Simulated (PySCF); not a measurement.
C4H7FSi. Atoms are numbered in the order given.

```xyz
13

C     -0.3817     3.2841     0.0000
C     -0.3437     1.9417     0.0000
C      0.8875     1.1619     0.0000
C      0.9542    -0.1872     0.0000
Si    -0.4910    -1.3638     0.0000
F      0.1302    -2.8732     0.0000
H      0.5391     3.8759     0.0000
H     -1.3269     3.8317     0.0000
H     -1.2913     1.3878     0.0000
H      1.8157     1.7484     0.0000
H      1.9499    -0.6484     0.0000
H     -1.3408    -1.2228     1.2150
H     -1.3408    -1.2228    -1.2150
```
Charge 0, spin multiplicity 1.

Coordinates come from a B3LYP-D3(BJ)/def2-SVP optimisation. The structure was generated by enumeration; whether it is a known compound was not checked. The values are those of a single conformer.

These are HF/pcSseg-1 in PySCF values and carry that method's errors.

GIAO shieldings, no solvent; atoms alike by connectivity are averaged. δ = σ(ref) − σ: ¹³C against TMS (σ = 192.6 ppm); ²⁹Si against TMS (σ = 393.8 ppm); ¹⁹F against CFCl3 (σ = 238.5 ppm); ¹H against TMS (σ = 31.99 ppm), references at their B3LYP-D3(BJ)/def2-TZVP geometries, non-relativistic.

| atoms | nucleus | count | δ (ppm) |
|---|---|---|---|
| C3 | ¹³C | 1 | 161.3 |
| C2 | ¹³C | 1 | ? |
| C1 | ¹³C | 1 | 134.0 |
| C4 | ¹³C | 1 | 130.7 |
| Si5 | ²⁹Si | 1 | ? |
| F6 | ¹⁹F | 1 | -180.9 |
| H10 | ¹H | 1 | ? |
| H9 | ¹H | 1 | 6.47 |
| H7, H8 | ¹H | 2 | ? |
| H11 | ¹H | 1 | 5.97 |
| H12, H13 | ¹H | 2 | ? |

What belongs in the gaps? (Estimate from the structure and the level; the computed values follow.)


- H12, H13, δ (ppm): 5.21
- Si5, δ (ppm): -16.6
- H10, δ (ppm): 7.29
- H7, H8, δ (ppm): 5.98
- C2, δ (ppm): 143.6
